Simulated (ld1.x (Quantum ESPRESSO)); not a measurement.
# nitrogen (N), TM: configuration errors across variants

* Element: N (Z = 7)
* Generator: ld1.x (Quantum ESPRESSO) 7.5
* Type: norm-conserving Troullier–Martins (Kleinman–Bylander form)
* Functional: PBE
* Relativity: non-relativistic
* Frozen core: [He]
* Valence charge: 5
* Reference configuration: 2s2 2p1 (charge +2)
* Partial waves: 2s (bound): rc 0.60 bohr; 2p (bound): rc 1.05 bohr
* Local potential: the p channel
* Core correction: Bessel-smoothed model core inside 0.55 bohr

All-electron excitation energies from the reference (eV): (1) 2s2 2p3 -42.456; (2) 2s2 2p2 -28.859; (3) 2s2 2p0 47.085; (4) 2s1 2p3 -17.111; (5) 2s1 2p4 -30.978; (6) 2s2 2p2.5 -37.360; (7) 2s2 2p3.3 -44.076.

4 further variants failed, have other tests or another functional or relativity, and are left out.

Errors AE − PS in meV (a dash: test not solved or not reliable):

```csv
change,(1),(2),(3),(4),(5),(6),(7),bound ghosts
base,+45,+23,+74,+79,+98,+36,+47,none
wave 2s (bound): rc 0.60 bohr becomes 2s (bound): rc 0.44 bohr,+59,+28,+88,+150,+186,+46,+64,not determined
"all radii but the core radius scaled by about 0.97 (s 0.58, p 1.02 bohr)",+46,+23,+73,+81,+101,+36,+49,none
```

**Question.** Give the same row for: local potential the s channel.

**Answer.** +53, +25, +76, +81, +106, +41, +57; bound ghosts: none.
